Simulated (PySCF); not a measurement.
## Calculated data, AlClH$_{2}$NO, Al$_{2}$H$_{2}$NO, Al$_{2}$H$_{2}$N$_{2}$, AlH$_{4}$N$_{2}$Si and others

Computed with PySCF 2.14.0. Calculation on a computer-drawn molecule: optimised geometry and harmonic frequencies of an isolated molecule of the commonest isotopes, restricted reference for singlets and unrestricted otherwise, frozen core in MP2.

Common to all runs: multiplicity 1.

```yaml
- entry: 1
  formula: AlClH2NO
  start_structure:
    atoms_angstrom:
      - ["N", 0.8327, 0.2795, 0.1447]
      - [Al, -0.4517, 1.4001, -0.522]
      - [O, -0.8162, 2.8231, -0.1348]
      - [Cl, -1.2666, 0.1427, -2.0828]
      - [H, 1.025, -0.7388, -0.1096]
      - [H, 1.3954, 0.4605, 0.9487]
  given:
    charge: -1
    method: HF
    basis: "aug-cc-pV(D+d)Z"
    drawn_bonds_atom: [1, 2, 2, 1, 1]
    drawn_bonds_other_atom: [2, 3, 4, 5, 6]
    drawn_bonds_order: [1, 1, 1, 1, 1]
  results:
    optimised_atom_element: ["N", Al, O, Cl, H, H]
    "optimised_atom_x [angstrom]": [0.8269, -0.41, -0.8129, -1.319, 1.018, 1.415]
    "optimised_atom_y [angstrom]": [0.2379, 1.344, 2.85, 0.1341, -0.6921, 0.4931]
    "optimised_atom_z [angstrom]": [0.1898, -0.5176, -0.1186, -2.147, -0.117, 0.9549]
    "modes_frequency [cm^-1]": [197.5, 246.7, 277.8, 313.3, 397.7, 420.4, 720.4, 738.0, 1091, 1670, 3790, 3889]
    "modes_reduced_mass [dalton]": [4.563, 7.701, 1.293, 7.227, 13.01, 1.042, 1.941, 2.698, 16.91, 1.112, 1.05, 1.095]
    "rotational_constants [GHz]": [6.31, 3.18, 2.115]
    "total_energy [hartree]": -832.0904
    "convergence_status_largest_gradient_component [hartree/bohr]": 2.889e-05
- entry: 2
  formula: Al2H2NO
  start_structure:
    atoms_angstrom:
      - ["N", 2.0786, -2.7101, -0.6013]
      - [Al, 1.1606, -1.4397, -0.0716]
      - [Al, -0.3518, 0.3938, 0.9499]
      - [O, -0.2713, 1.022, 2.4469]
      - [H, 2.8421, -3.2187, -0.0901]
      - [H, -1.1879, 0.8489, -0.3368]
  given:
    charge: -1
    method: HF
    basis: "aug-cc-pV(D+d)Z"
    drawn_bonds_atom: [1, 2, 3, 1, 3]
    drawn_bonds_other_atom: [2, 3, 4, 5, 6]
    drawn_bonds_order: [2, 1, 1, 1, 1]
  results:
    optimised_atom_element: ["N", Al, Al, O, H, H]
    "optimised_atom_x [angstrom]": [2.224, 1.241, -0.4073, -0.325, 2.856, -1.319]
    "optimised_atom_y [angstrom]": [-2.693, -1.481, 0.5103, 1.042, -3.425, 0.9436]
    "optimised_atom_z [angstrom]": [-0.3058, 0.181, 0.8914, 2.408, -0.5181, -0.3592]
    "modes_frequency [cm^-1]": [100.3, 131.2, 185.6, 287.0, 386.0, 394.8, 487.8, 703.9, 1067, 1120, 1845, 3980]
    "modes_reduced_mass [dalton]": [7.132, 7.842, 17.59, 9.707, 1.15, 1.13, 1.331, 1.1, 15.64, 9.472, 1.045, 1.085]
    "rotational_constants [GHz]": [23.61, 1.593, 1.492]
    "total_energy [hartree]": -614.3492
    "convergence_status_largest_gradient_component [hartree/bohr]": 3.444e-05
- entry: 3
  formula: Al2H2N2
  start_structure:
    atoms_angstrom:
      - ["N", -1.8888, 1.8533, -0.6159]
      - [Al, -0.3851, 1.145, -0.8159]
      - ["N", 1.2979, 0.4525, -0.8778]
      - [Al, 1.5867, 0.4442, -2.5796]
      - [H, -2.3839, 2.0541, -1.4848]
      - [H, 1.8193, 0.247, 0.0246]
  given:
    charge: 0
    method: HF
    basis: "cc-pV(D+d)Z"
    drawn_bonds_atom: [1, 2, 3, 1, 3]
    drawn_bonds_other_atom: [2, 3, 4, 5, 6]
    drawn_bonds_order: [2, 1, 1, 1, 1]
  results:
    optimised_atom_element: ["N", Al, "N", Al, H, H]
    "optimised_atom_x [angstrom]": [-1.881, -0.4137, 1.214, 2.302, -2.791, 1.616]
    "optimised_atom_y [angstrom]": [1.823, 1.206, 0.5225, 0.1214, 2.209, 0.3145]
    "optimised_atom_z [angstrom]": [-0.9107, -0.9307, -1.044, -2.449, -0.8786, -0.1363]
    "modes_frequency [cm^-1]": [97.18, 181.5, 228.7, 351.6, 418.4, 469.9, 578.9, 851.0, 1010, 1282, 3672, 4011]
    "modes_reduced_mass [dalton]": [10.22, 4.382, 12.83, 1.398, 1.224, 1.152, 7.375, 3.001, 1.443, 10.2, 1.073, 1.087]
    "rotational_constants [GHz]": [36.81, 1.856, 1.767]
    "total_energy [hartree]": -593.9056
    "convergence_status_largest_gradient_component [hartree/bohr]": 3.404e-05
- entry: 4
  formula: Al2H2N2
  start_structure:
    atoms_angstrom:
      - ["N", -1.881, 1.8229, -0.9107]
      - [Al, -0.4137, 1.2057, -0.9307]
      - ["N", 1.2137, 0.5225, -1.0439]
      - [Al, 2.3019, 0.1214, -2.4491]
      - [H, -2.7912, 2.2091, -0.8786]
      - [H, 1.6164, 0.3145, -0.1363]
  given:
    charge: 0
    method: MP2
    basis: "cc-pV(D+d)Z"
    drawn_bonds_atom: [1, 2, 3, 1, 3]
    drawn_bonds_other_atom: [2, 3, 4, 5, 6]
    drawn_bonds_order: [2, 1, 1, 1, 1]
  results:
    optimised_atom_element: ["N", Al, "N", Al, H, H]
    "optimised_atom_x [angstrom]": [-2.052, -0.3924, 1.236, 2.294, -2.628, 1.589]
    "optimised_atom_y [angstrom]": [1.494, 1.296, 0.5437, 0.4073, 2.309, 0.1464]
    "optimised_atom_z [angstrom]": [-1.081, -0.8379, -0.9881, -2.481, -0.8558, -0.1056]
    "modes_frequency [cm^-1]": [61.55, 148.3, 189.9, 283.8, 389.2, 457.8, 561.5, 777.1, 884.5, 1044, 3508, 3607]
    "modes_reduced_mass [dalton]": [12.68, 7.018, 3.075, 1.559, 1.207, 1.323, 6.172, 2.506, 1.543, 7.459, 1.074, 1.079]
    "rotational_constants [GHz]": [24.65, 1.909, 1.789]
    "total_energy [hartree]": -594.3561
    "convergence_status_largest_gradient_component [hartree/bohr]": 1.943e-05
- entry: 5
  formula: AlH4N2Si
  start_structure:
    atoms_angstrom:
      - ["N", -1.2582, 1.8622, 2.3674]
      - [Al, -0.6173, 0.6944, 1.3397]
      - ["N", 0.1081, -0.753, 0.36]
      - [Si, 0.9087, -1.1164, -1.153]
      - [H, -1.7006, 1.4909, 3.1865]
      - [H, 0.0128, -1.6341, 0.9243]
      - [H, 1.1885, -0.0353, -2.0739]
      - [H, 1.2141, -2.4942, -1.4336]
  given:
    charge: 1
    method: HF
    basis: "cc-pV(D+d)Z"
    drawn_bonds_atom: [1, 2, 3, 1, 3, 4, 4]
    drawn_bonds_other_atom: [2, 3, 4, 5, 6, 7, 8]
    drawn_bonds_order: [2, 1, 1, 1, 1, 1, 1]
  results:
    optimised_atom_element: ["N", Al, "N", Si, H, H, H, H]
    "optimised_atom_x [angstrom]": [-1.052, -0.6832, 0.07943, 0.762, -1.444, 0.08716, 0.7864, 1.32]
    "optimised_atom_y [angstrom]": [1.581, 0.04084, -1.206, -0.9319, 2.316, -2.172, 0.4357, -2.049]
    "optimised_atom_z [angstrom]": [1.919, 1.686, 0.5597, -0.9074, 2.467, 0.8647, -1.41, -1.662]
    "modes_frequency [cm^-1]": [59.57, 116.1, 256.9, 263.1, 452.4, 510.0, 573.1, 715.4, 767.0, 777.8, 1007, 1067, 1214, 1264, 2435, 2482, 3706, 3937]
    "modes_reduced_mass [dalton]": [6.133, 2.139, 5.808, 1.729, 1.121, 1.407, 1.991, 1.155, 1.623, 1.16, 1.145, 2.831, 3.956, 1.634, 1.026, 1.062, 1.075, 1.085]
    "rotational_constants [GHz]": [16.91, 2.11, 1.876]
    "total_energy [hartree]": -641.8035
    "convergence_status_largest_gradient_component [hartree/bohr]": 2.143e-05
- entry: 6
  formula: AlH3NOSi
  start_structure:
    atoms_angstrom:
      - ["N", 0.4903, -0.5191, 3.5754]
      - [Al, -0.1123, -0.4384, 1.9489]
      - [O, -0.7743, -0.4695, 0.3058]
      - [Si, -1.2677, -0.4101, -1.2452]
      - [H, -0.0516, 0.1202, 4.182]
      - [H, -0.4952, -1.2491, -2.17]
      - [H, -2.368, 0.4613, -1.5013]
  given:
    charge: 1
    method: HF
    basis: "cc-pV(D+d)Z"
    drawn_bonds_atom: [1, 2, 3, 1, 4, 4]
    drawn_bonds_other_atom: [2, 3, 4, 5, 6, 7]
    drawn_bonds_order: [2, 1, 1, 1, 1, 1]
  results:
    optimised_atom_element: ["N", Al, O, Si, H, H, H]
    "optimised_atom_x [angstrom]": [0.2967, -0.4719, -0.939, -1.224, 0.4681, -0.3763, -2.332]
    "optimised_atom_y [angstrom]": [-0.4405, -0.1212, -0.2091, -0.4198, -0.2913, -1.331, 0.3083]
    "optimised_atom_z [angstrom]": [3.359, 2.0, 0.3285, -1.188, 4.329, -1.943, -1.789]
    "modes_frequency [cm^-1]": [24.88, 43.88, 173.7, 185.2, 382.2, 423.2, 500.3, 753.8, 811.2, 1037, 1189, 1278, 2444, 2495, 3942]
    "modes_reduced_mass [dalton]": [1.939, 7.07, 5.286, 5.104, 1.422, 1.185, 4.331, 1.242, 1.181, 1.063, 9.659, 9.365, 1.026, 1.063, 1.085]
    "rotational_constants [GHz]": [81.53, 1.705, 1.67]
    "total_energy [hartree]": -661.6567
    "convergence_status_largest_gradient_component [hartree/bohr]": 1.508e-05
```
